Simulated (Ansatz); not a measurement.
Geometry optimisation, Ansatz 0.2.0, RKS PBE0/6-31G.

Input file:

```yaml
crystal:
  periodic: [false, false, false]
  atoms:
    - { symbol: "N", position_ang: [-1.2412, 0.2586, -0.7827] }
    - { symbol: B, position_ang: [-0.0728, -0.2097, -0.0426] }
    - { symbol: "N", position_ang: [0.1267, -1.7023, 0.0827] }
    - { symbol: "N", position_ang: [0.996, 0.7846, 0.5683] }
    - { symbol: H, position_ang: [-0.941, 0.9075, -1.5851] }
    - { symbol: H, position_ang: [-1.8267, 0.9279, -0.138] }
    - { symbol: H, position_ang: [0.2419, -1.9107, 1.1225] }
    - { symbol: H, position_ang: [1.137, -1.8932, -0.3186] }
    - { symbol: H, position_ang: [1.2742, 1.4022, -0.158] }
    - { symbol: H, position_ang: [0.3889, 1.3839, 1.2543] }
basis:
  gaussian: { orbitals: "6-31G" }
hamiltonian:
  xc: pbe0
relax:
  f_tol: 0.02
  max_steps: 40
scf:
  lower_state_search: "off"
output:
  orbitals: {}
```

Command:

```bash
$ ansatz run input.yaml --threads 1 --pin off --max-ram 2048MiB --backend cpu --events-out ev --progress --plain --runs-dir out
```

Problem. Where does it end, and by what steps?

Solution. It converged. Limits of this set-up: no polarisation functions. After 12 steps the energy has fallen by 3.725 eV; H10 moved furthest, 1.64 Å.

| step | energy less start (eV) | largest force component (eV/Å) | accepted |
| --- | --- | --- | --- |
| 0 | 0.0000 | 3.346 | yes |
| 1 | -0.5084 | 1.567 | yes |
| 2 | -0.7777 | 0.979 | yes |
| 3 | -1.0322 | 1.330 | yes |
| 4 | -1.3642 | 1.305 | yes |
| 5 | -1.7498 | 1.764 | yes |
| 6 | -2.1669 | 1.455 | yes |
| 7 | -2.6407 | 1.239 | yes |
| 8 | -3.0015 | 1.428 | yes |
| 9 | -3.3518 | 0.899 | yes |
| 10 | -3.6035 | 0.524 | yes |
| 11 | -3.7207 | 0.169 | yes |
| 12 | -3.7251 | 0.011 | yes |

```xyz
10
Properties=species:S:1:pos:R:3
N -1.180 0.399 -0.689
B 0.009 -0.006 -0.001
N 0.151 -1.358 0.448
N 1.054 0.943 0.239
H -1.386 1.360 -0.896
H -1.877 -0.255 -1.002
H -0.603 -2.021 0.422
H 1.012 -1.720 0.820
H 1.058 1.861 -0.171
H 1.843 0.746 0.831
```

The run took 23 s on 1 thread of Arm Neoverse V1, with other jobs on the host, peak memory 0.1 GiB.
